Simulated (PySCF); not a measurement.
S4, SMILES S=S(=S)=S.

Geometry: ωB97X-D3(BJ)/def2-SVP.

Calculation: TDDFT-PBE/def2-SVPD run with PySCF.

Vertical excitations; the highest root listed may be one member of a degenerate set. Gas-phase values at a fixed geometry. State labels are in the subgroup C2v.

```json
[
 {"state": "S1", "symmetry": "A2", "energy (eV)": "1.51", "λ (nm)": "820", "f": "0.000", "main pairs": "HOMO→LUMO 100 %"},
 {"state": "S2", "symmetry": "B1", "energy (eV)": "2.85", "λ (nm)": "436", "f": "0.000", "main pairs": "HOMO→LUMO+1 100 %"},
 {"state": "S3", "symmetry": "A2", "energy (eV)": "2.93", "λ (nm)": "424", "f": "0.000", "main pairs": "HOMO−4→LUMO (degenerate set)"},
 {"state": "S4", "symmetry": "B2", "energy (eV)": "2.93", "λ (nm)": "424", "f": "0.000", "main pairs": "HOMO−3→LUMO (degenerate set)"},
 {"state": "S5", "symmetry": "B1", "energy (eV)": "3.49", "λ (nm)": "355", "f": "0.062", "main pairs": "HOMO−1→LUMO (degenerate set)"},
 {"state": "S6", "symmetry": "A1", "energy (eV)": "3.49", "λ (nm)": "355", "f": "0.062", "main pairs": "HOMO−2→LUMO (degenerate set)"},
 {"state": "S7", "symmetry": "A2", "energy (eV)": "3.94", "λ (nm)": "315", "f": "0.000", "main pairs": "HOMO−1→LUMO+1 (degenerate set)"},
 {"state": "S8", "symmetry": "B2", "energy (eV)": "3.94", "λ (nm)": "315", "f": "0.000", "main pairs": "HOMO−2→LUMO+1 (degenerate set)"},
 {"state": "S9", "symmetry": "A1", "energy (eV)": "4.44", "λ (nm)": "279", "f": "0.029", "main pairs": "HOMO−3→LUMO+1 (degenerate set)"},
 {"state": "S10", "symmetry": "B1", "energy (eV)": "4.44", "λ (nm)": "279", "f": "0.029", "main pairs": "HOMO−4→LUMO+1 (degenerate set)"},
 {"state": "T1", "symmetry": "A2", "energy (eV)": "1.19", "λ (nm)": "1043", "f": "0", "main pairs": "HOMO→LUMO 100 %"},
 {"state": "T2", "symmetry": "B1", "energy (eV)": "2.07", "λ (nm)": "599", "f": "0", "main pairs": "HOMO−1→LUMO (degenerate set)"},
 {"state": "T3", "symmetry": "A1", "energy (eV)": "2.07", "λ (nm)": "599", "f": "0", "main pairs": "HOMO−2→LUMO (degenerate set)"},
 {"state": "T4", "symmetry": "B1", "energy (eV)": "2.44", "λ (nm)": "509", "f": "0", "main pairs": "HOMO→LUMO+1 100 %"}
]
```
Triplets are in the Tamm–Dancoff approximation, which puts them higher than full response would, so one can lie above its singlet here.
